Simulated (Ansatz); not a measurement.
Ideal-gas functions of ClH₃O₂Sn (`[OH][SnH]([OH])[Cl]`) at 500 K and 1 bar, from an Ansatz frequency run at PBE0-D4/def2-TZVP.

Molar mass 189.19 g/mol, point group C1 (symmetry number 1), electronic degeneracy 1, moments of inertia 113.202, 215.66, 272.417 u Å². Harmonic wavenumbers (cm⁻¹, unscaled): 105, 138, 169, 185, 234, 373, 538, 552, 643, 654, 859, 868, 2019, 3882, 3884.

Use S(trans) = R[1.5 ln M + 2.5 ln T − 1.1517]; rotational temperatures θ = 24.2544 K / I; S(rot) = R[ln(√π/σ · √(T³/θAθBθC)) + 1.5]; for each mode x = 1.438777 ν̃/T, S = R[x/(eˣ − 1) − ln(1 − e⁻ˣ)] and H = RT x/(eˣ − 1); 1 cm⁻¹ = 0.0119627 kJ/mol; R = 8.31446 J/(mol·K).

Q: By hand: the entropy, in J/(mol·K).

A: Translation 185.0. Rotation: θ = 0.2143, 0.1125, 0.089 K, giving 120.3. Vibration, mode by mode: 18.30, 16.05, 14.39, 13.65, 11.76, 8.11, 5.46, 5.29, 4.29, 4.18, 2.63, 2.58, 0.17, 0.00, 0.00, in all 106.9. Electronic 0.0. Sum 412.2 J/(mol·K).

Q: By hand: H − E and G − E in kJ/mol, counted from the electronic energy.

A: Zero-point energy ½ × 15103 × 0.0119627 = 90.3; thermal vibration 26.8; translation, rotation and pV give 4 RT = 16.6. H − E = 133.7 kJ/mol, and G − E = 133.7 − 500 × 412.2/1000 = -72.4 kJ/mol.

Vibration gives 26 % of the entropy, 34.3 J/(mol·K) of it from the modes under 150 cm⁻¹: soft modes count most, and the harmonic formula is weakest for them. The sum counts one conformer and one mirror image; others add a mixing term.
